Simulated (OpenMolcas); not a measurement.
Au2+ among 4 point charges of -1.5 e arranged as a square (D4h).

```
Program             : OpenMolcas 26.06
Method              : SS-CASPT2, IPEA 0.25 Eh, imaginary shift 0.1 Eh (closed shells correlated: 5s 5p)
Basis               : ANO-RCC-VDZP [7s6p4d2f]
Scalar Hamiltonian  : DKH2, point nucleus
Active space        : 9 electrons in 5 orbitals (5d)
State averaging     : 2S+1 = 2 even, 5 roots
Spin-orbit coupling : RASSI with atomic mean-field integrals over the reference wave functions
```

All point charges move together. At R = 1.85 Å the first state of the same spin is 11390 cm-1, and at R = 2.18 Å it is 5850 cm-1.

Problem. A third run gives 8690 cm-1. What distance was it run at?

Solution. With a power law R^-n the two known points give n = -ln(5850 / 11390) / ln(2.18 / 1.85) = 4.06. Then R = 1.85 × (11390 / 8690)^(1/4.06) = 1.977 Å. The run was at 1.98 Å, so the estimate is off by -0.003 Å.

Free-ion shares, where given, are those of the reference states; single-state CASPT2 does not remix them. This is an electrostatic model: the charges have no orbitals. No measured value stands beside these numbers.
